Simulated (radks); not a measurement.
Species: K. Configuration: [Ar] 4s1. Calculated with a radial shooting solver on a logarithmic mesh with Libxc functionals: non-relativistic Kohn-Sham, exchange-only LDA, spin-polarised, spherical densities, point nucleus; open shells are filled with parallel spins first. Some entries of the table are withheld. Estimate them.

orbital,occ.,eigenvalue (eV),<1/r> (bohr^-1)
1s up,1,-3491.933,18.50
1s down,1,-3491.923,18.50
2s up,1,-347.5128,3.752
2s down,1,-347.5020,3.752
2p up,3,(1),3.683
2p down,3,(2),3.683
3s up,1,-33.4566,1.091
3s down,1,-33.4162,1.093
3p up,3,(3),0.9498
3p down,3,(4),0.9553
4s up,1,(5),0.2526
4s down,0,(6),0.2433

Answer. 
(1) 2p up eigenvalue (eV): -277.9503
(2) 2p down eigenvalue (eV): -277.9419
(3) 3p up eigenvalue (eV): -17.5220
(4) 3p down eigenvalue (eV): -17.4299
(5) 4s up eigenvalue (eV): -2.1895
(6) 4s down eigenvalue (eV): -0.4926
